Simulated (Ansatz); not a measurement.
`BCB[SiH2]F`, charge 0, multiplicity 1.

(1) Give a relaxed structure at PBE0-D4/def2-TZVP (the Gaussian-basis code of Ansatz). (Estimate.)

Results:

(1) The calculation gave: 
```xyz
12

B    -1.576    0.415    1.403
C    -0.387    0.900    0.538
B    -0.234   -0.070   -0.669
Si    1.560   -0.896   -1.031
F     1.586   -1.868   -2.311
H    -1.404   -0.013    2.508
H    -2.683    0.435    0.950
H     0.533    1.131    1.076
H    -0.773    1.789    0.004
H    -1.192   -0.291   -1.354
H     2.577    0.169   -1.261
H     1.994   -1.700    0.147
```
This is one stationary point; other conformers may exist.
